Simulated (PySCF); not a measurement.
FH₆NOSi₂, SMILES N[Si@@](O)(F)[SiH3].

The structure is a stationary point at PBE-D3(BJ)/def2-SVP. The structure was generated by enumeration; whether it is a known compound was not checked. One conformer was computed; it need not be the lowest.

Two levels are set side by side: TDDFT-PBE/def2-SVPD (PySCF) and TDDFT-B3LYP/def2-SVPD (PySCF). Vertical, same geometry. The lowest singlet is HOMO→LUMO 97 % with PBE and HOMO→LUMO 81 %, HOMO→LUMO+1 16 % with the other functional; states are paired by order. Differences are taken from unrounded values.

| quantity | TDDFT-PBE |
|---|---|
| lowest singlet excitation (eV) | 5.77 |
| lowest triplet excitation (TDA) (eV) | 5.59 |
| first bright state (f over 0.05) (eV) | 6.45 |
| its oscillator strength | 0.06 |

Question: These are the TDDFT-PBE values. What does TDDFT-B3LYP give? (Estimate from the structure and the level; the computed values follow.)

Answer: 
```json
[
 {"quantity": "lowest singlet excitation (eV)", "TDDFT-B3LYP": "6.59", "TDDFT-PBE minus TDDFT-B3LYP": "-0.83"},
 {"quantity": "lowest triplet excitation (TDA) (eV)", "TDDFT-B3LYP": "6.08", "TDDFT-PBE minus TDDFT-B3LYP": "-0.49"},
 {"quantity": "first bright state (f over 0.05) (eV)", "TDDFT-B3LYP": "6.94", "TDDFT-PBE minus TDDFT-B3LYP": "-0.49"},
 {"quantity": "its oscillator strength", "TDDFT-B3LYP": "0.07", "TDDFT-PBE minus TDDFT-B3LYP": "-0.01"}
]
```

A lower first singlet is the usual sign of a functional without exact exchange. Differences between two approximate levels are no errors against the true value.

Rough cost on one machine, each run with all the roots and properties that it gave: TDDFT-B3LYP against TDDFT-PBE about 3 times.
